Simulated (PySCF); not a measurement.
PySCF input (HF/def2-TZVPD):

```python
from pyscf import gto, scf, dft

mol = gto.M(
    atom='''
    In    0.00000000    0.00000000    0.00000000
    H    -0.00000000   -0.00000000   -1.67028748
    H     0.00000000    0.00000000    1.67028748
    ''',
    basis='def2-tzvpd',
    ecp='def2-tzvp',
    charge=1,
    spin=0,
    verbose=4,
)

mf = scf.RHF(mol).density_fit(auxbasis='def2-universal-jkfit')
mf.conv_tol = 1e-9
mf.max_cycle = 100
mf.max_memory = 1500
mf.kernel()
if not mf.converged:
    mf = mf.newton()
    mf.kernel(mf.make_rdm1())
mf.analyze()
```

Output:

```
ECP def2-tzvp not found for  H
PySCF version 2.14.0

[INPUT] verbose = 4
[INPUT] num. atoms = 3
[INPUT] num. electrons = 22
[INPUT] charge = 1
[INPUT] spin (= nelec alpha-beta = 2S) = 0
[INPUT] symmetry False subgroup None
[INPUT] Mole.unit = angstrom
[INPUT] Symbol           X                Y                Z      unit          X                Y                Z       unit  Magmom
[INPUT]  1 In     0.000000000000   0.000000000000   0.000000000000 AA    0.000000000000   0.000000000000   0.000000000000 Bohr   0.0
[INPUT]  2 H      0.000000000000   0.000000000000  -1.670287480000 AA    0.000000000000   0.000000000000  -3.156385886490 Bohr   0.0
[INPUT]  3 H      0.000000000000   0.000000000000   1.670287480000 AA    0.000000000000   0.000000000000   3.156385886490 Bohr   0.0

nuclear repulsion = 13.4647668340901
number of shells = 28
number of NR pGTOs = 119
number of NR cGTOs = 74
basis = def2-tzvpd
ecp = def2-tzvp

******** <class 'pyscf.df.df_jk.DFRHF'> ********
method = DFRHF
initial guess = minao
damping factor = 0
level_shift factor = 0
DIIS = <class 'pyscf.scf.diis.CDIIS'>
diis_start_cycle = 1
diis_space = 8
diis_damp = 0
SCF conv_tol = 1e-09
SCF conv_tol_grad = None
SCF max_cycles = 100
direct_scf = False
Set gradient conv threshold to 3.16228e-05
Initial guess from minao.
******** <class 'pyscf.df.df.DF'> ********
auxbasis = def2-universal-jkfit
init E= -156.901087921263
  HOMO = -0.725702539343251  LUMO = -0.373208452371217  gap/eV = 9.59185
cycle= 1 E= -189.821186570978  delta_E= -32.9  |g|= 1.65  |ddm|= 46.7
  HOMO = -0.641518183020882  LUMO = -0.150936395371171  gap/eV = 13.34941
cycle= 2 E= -190.045982727083  delta_E= -0.225  |g|= 0.658  |ddm|= 4.43
  HOMO = -0.682286871208499  LUMO = -0.188326629586511  gap/eV = 13.44134
cycle= 3 E= -190.096601055282  delta_E= -0.0506  |g|= 0.0945  |ddm|= 1.03
  HOMO = -0.679194286116403  LUMO = -0.184766993970002  gap/eV = 13.45405
cycle= 4 E= -190.098021990031  delta_E= -0.00142  |g|= 0.00682  |ddm|= 0.201
  HOMO = -0.679936473133731  LUMO = -0.185102055343845  gap/eV = 13.46513
cycle= 5 E= -190.098056160836  delta_E= -3.42e-05  |g|= 0.000514  |ddm|= 0.0333
  HOMO = -0.679981531014644  LUMO = -0.185104885480264  gap/eV = 13.46628
cycle= 6 E= -190.098056313872  delta_E= -1.53e-07  |g|= 5.39e-05  |ddm|= 0.00312
  HOMO = -0.679980959457313  LUMO = -0.18510175275859  gap/eV = 13.46635
cycle= 7 E= -190.09805631502  delta_E= -1.15e-09  |g|= 9.94e-06  |ddm|= 0.000264
  HOMO = -0.679981792513355  LUMO = -0.185102594095633  gap/eV = 13.46635
cycle= 8 E= -190.098056315064  delta_E= -4.41e-11  |g|= 1.04e-06  |ddm|= 2.72e-05
  HOMO = -0.679981753993038  LUMO = -0.185102625518649  gap/eV = 13.46635
Extra cycle  E= -190.098056315065  delta_E= -1.17e-12  |g|= 3.06e-07  |ddm|= 6.77e-06
converged SCF energy = -190.098056315065
**** SCF Summaries ****
Total Energy =                        -190.098056315065378
Nuclear Repulsion Energy =              13.464766834090138
One-electron Energy =                 -356.357454568705464
Two-electron Energy =                  152.794631419549944
Two-electron Coulomb Energy =          169.110801992639153
DFT Exchange-Correlation Energy =      -16.316170573089209
HOMO-LUMO gap [eV] =                    13.466346998157784
**** MO energy ****
MO #1   energy= -5.66364544321587  occ= 2
MO #2   energy= -3.92117663739324  occ= 2
MO #3   energy= -3.92117663739324  occ= 2
MO #4   energy= -3.91036988032812  occ= 2
MO #5   energy= -1.30874845798463  occ= 2
MO #6   energy= -1.3087484579846   occ= 2
MO #7   energy= -1.30399776483986  occ= 2
MO #8   energy= -1.29545711227331  occ= 2
MO #9   energy= -1.29545711227331  occ= 2
MO #10  energy= -0.775336010955753 occ= 2
MO #11  energy= -0.679981753993038 occ= 2
MO #12  energy= -0.185102625518649 occ= 0
MO #13  energy= -0.185102625518642 occ= 0
MO #14  energy= -0.131614459423756 occ= 0
MO #15  energy= -0.0922973489459658 occ= 0
MO #16  energy= -0.0482001446074701 occ= 0
MO #17  energy= -0.0462504819076452 occ= 0
MO #18  energy= -0.0462504819076335 occ= 0
MO #19  energy= -0.0458772501242328 occ= 0
MO #20  energy= -0.0458772501242246 occ= 0
MO #21  energy= -0.0187802679586687 occ= 0
MO #22  energy= -0.0187802679586569 occ= 0
MO #23  energy= 0.00421467984848345 occ= 0
MO #24  energy= 0.0523482022865069 occ= 0
MO #25  energy= 0.0922398091706382 occ= 0
MO #26  energy= 0.105147363088913  occ= 0
MO #27  energy= 0.105147363088918  occ= 0
MO #28  energy= 0.134679635592236  occ= 0
MO #29  energy= 0.134679635592248  occ= 0
MO #30  energy= 0.135696165112289  occ= 0
MO #31  energy= 0.1356961651123    occ= 0
MO #32  energy= 0.209179114231515  occ= 0
MO #33  energy= 0.291027100516195  occ= 0
MO #34  energy= 0.2910271005162    occ= 0
MO #35  energy= 0.300851215024641  occ= 0
MO #36  energy= 0.398107984352429  occ= 0
MO #37  energy= 0.409093771941276  occ= 0
MO #38  energy= 0.449732556181213  occ= 0
MO #39  energy= 0.460777500172411  occ= 0
MO #40  energy= 0.460777500172423  occ= 0
MO #41  energy= 0.620080232392006  occ= 0
MO #42  energy= 0.620080232392011  occ= 0
MO #43  energy= 0.63051063913038   occ= 0
MO #44  energy= 0.630510639130385  occ= 0
MO #45  energy= 0.663592418505356  occ= 0
MO #46  energy= 0.704987640538182  occ= 0
MO #47  energy= 0.704987640538185  occ= 0
MO #48  energy= 0.993999832172009  occ= 0
MO #49  energy= 0.993999832172025  occ= 0
MO #50  energy= 1.00310025883672   occ= 0
MO #51  energy= 1.00310025883672   occ= 0
MO #52  energy= 1.02673867491669   occ= 0
MO #53  energy= 1.22606145537576   occ= 0
MO #54  energy= 1.72823031440869   occ= 0
MO #55  energy= 1.7282303144087    occ= 0
MO #56  energy= 1.90890713909936   occ= 0
MO #57  energy= 1.90890713909937   occ= 0
MO #58  energy= 2.18305580228396   occ= 0
MO #59  energy= 2.18305580228398   occ= 0
MO #60  energy= 2.19827381705636   occ= 0
MO #61  energy= 2.19827381705637   occ= 0
MO #62  energy= 2.24848566996801   occ= 0
MO #63  energy= 2.25621209457015   occ= 0
MO #64  energy= 2.33056765679281   occ= 0
MO #65  energy= 2.33056765679282   occ= 0
MO #66  energy= 2.55433426330876   occ= 0
MO #67  energy= 2.88385970791094   occ= 0
MO #68  energy= 3.0981624503288    occ= 0
MO #69  energy= 3.12530204813579   occ= 0
MO #70  energy= 38.1777875153679   occ= 0
MO #71  energy= 39.0766190439884   occ= 0
MO #72  energy= 39.0766190439885   occ= 0
MO #73  energy= 39.6488008579179   occ= 0
MO #74  energy= 125.386959013829   occ= 0
 ** Mulliken pop on meta-lowdin orthogonal AOs  **
 ** Mulliken pop  **
pop of  0 In 4s           1.80899
pop of  0 In 5s           1.16420
pop of  0 In 6s           0.01504
pop of  0 In 7s           0.00462
pop of  0 In 8s           0.00258
pop of  0 In 9s           0.02262
pop of  0 In 10s          0.03299
pop of  0 In 4px          0.00721
pop of  0 In 4py          0.25233
pop of  0 In 4pz          0.25233
pop of  0 In 5px          1.78217
pop of  0 In 5py          1.74721
pop of  0 In 5pz          1.74721
pop of  0 In 6px          0.11300
pop of  0 In 6py          0.00009
pop of  0 In 6pz          0.00009
pop of  0 In 7px          0.05638
pop of  0 In 7py          0.00029
pop of  0 In 7pz          0.00029
pop of  0 In 8px          0.10624
pop of  0 In 8py          0.00007
pop of  0 In 8pz          0.00007
pop of  0 In 4dxy         1.37162
pop of  0 In 4dyz         1.33649
pop of  0 In 4dz^2        1.37162
pop of  0 In 4dxz         1.37651
pop of  0 In 4dx2-y2      1.99666
pop of  0 In 5dxy         0.25591
pop of  0 In 5dyz         0.18275
pop of  0 In 5dz^2        0.25591
pop of  0 In 5dxz         0.26398
pop of  0 In 5dx2-y2      0.00302
pop of  0 In 6dxy         0.32108
pop of  0 In 6dyz         0.18210
pop of  0 In 6dz^2        0.32108
pop of  0 In 6dxz         0.32914
pop of  0 In 6dx2-y2      0.00006
pop of  0 In 7dxy         0.03727
pop of  0 In 7dyz         0.09796
pop of  0 In 7dz^2        0.03727
pop of  0 In 7dxz         0.03037
pop of  0 In 7dx2-y2      0.00027
pop of  0 In 4f-3         0.00000
pop of  0 In 4f-2         0.00000
pop of  0 In 4f-1         0.00000
pop of  0 In 4f+0         0.00075
pop of  0 In 4f+1         0.00000
pop of  0 In 4f+2         0.00000
pop of  0 In 4f+3         0.00000
pop of  0 In 5f-3         0.00000
pop of  0 In 5f-2         0.00000
pop of  0 In 5f-1         0.00000
pop of  0 In 5f+0         0.01254
pop of  0 In 5f+1         0.00000
pop of  0 In 5f+2         0.00000
pop of  0 In 5f+3         0.00000
pop of  1 H 1s            1.38248
pop of  1 H 2s            0.05443
pop of  1 H 3s            0.01145
pop of  1 H 2px           0.00693
pop of  1 H 2py           0.00693
pop of  1 H 2pz           0.06340
pop of  1 H 3px           0.00013
pop of  1 H 3py           0.00013
pop of  1 H 3pz           0.02392
pop of  2 H 1s            1.38248
pop of  2 H 2s            0.05443
pop of  2 H 3s            0.01145
pop of  2 H 2px           0.00693
pop of  2 H 2py           0.00693
pop of  2 H 2pz           0.06340
pop of  2 H 3px           0.00013
pop of  2 H 3py           0.00013
pop of  2 H 3pz           0.02392
 ** Mulliken atomic charges  **
charge of    0In =      2.09959
charge of    1H =     -0.54980
charge of    2H =     -0.54980

WARN: System has nonzero charge 1; the dipole moment is origin-dependent.
Location of origin: [0. 0. 0.]

Dipole moment(X, Y, Z, Debye):  0.00000, -0.00000, -0.00000
```
